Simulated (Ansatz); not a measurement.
C₃H₄F₄O, SMILES `OC(C(F)F)C(F)F`. Total charge 0; spin multiplicity 1. Geometry: relaxed with PBE0-D4/def2-TZVP. It is one conformer, not always the lowest.

```xyz
12

O     0.720    1.291    0.818
C    -0.016    0.139    0.548
C    -1.228    0.466   -0.312
F    -1.994   -0.644   -0.471
F    -0.844    0.879   -1.544
C     0.839   -0.965   -0.062
F     1.648   -1.490    0.887
F     1.639   -0.438   -1.025
H     1.220    1.519    0.027
H    -0.397   -0.241    1.501
H    -1.836    1.255    0.139
H     0.249   -1.772   -0.505
```

Question: What is the dipole moment at PBE/def2-TZVPP? (Best estimate.)

Answer: The calculation gave: 1.14 D, with components (-1.07, 0.24, 0.32) D in this frame, pointing from negative to positive charge.

Question: And with r2SCAN, B3LYP, ωB97M-V? (Estimate.)

Answer: Computed: r2SCAN 1.21 D, B3LYP 1.29 D, ωB97M-V 1.28 D.

Question: Give the Mulliken charges with PBE, r2SCAN, ωB97M-V in def2-TZVPP. (An estimate is asked.)

Answer: Ansatz gave: 
| atom | PBE | r2SCAN | ωB97M-V |
| --- | --- | --- | --- |
| O1 | -0.30 | -0.36 | -0.32 |
| C2 | 0.14 | 0.23 | 0.09 |
| C3 | 0.19 | 0.30 | 0.23 |
| F4 | -0.17 | -0.21 | -0.20 |
| F5 | -0.16 | -0.20 | -0.19 |
| C6 | 0.20 | 0.29 | 0.24 |
| F7 | -0.15 | -0.19 | -0.18 |
| F8 | -0.17 | -0.21 | -0.20 |
| H9 | 0.20 | 0.21 | 0.19 |
| H10 | 0.08 | 0.04 | 0.12 |
| H11 | 0.08 | 0.05 | 0.11 |
| H12 | 0.07 | 0.05 | 0.10 |

B3LYP here is the variant with VWN-RPA as its local correlation; programs differ in this.
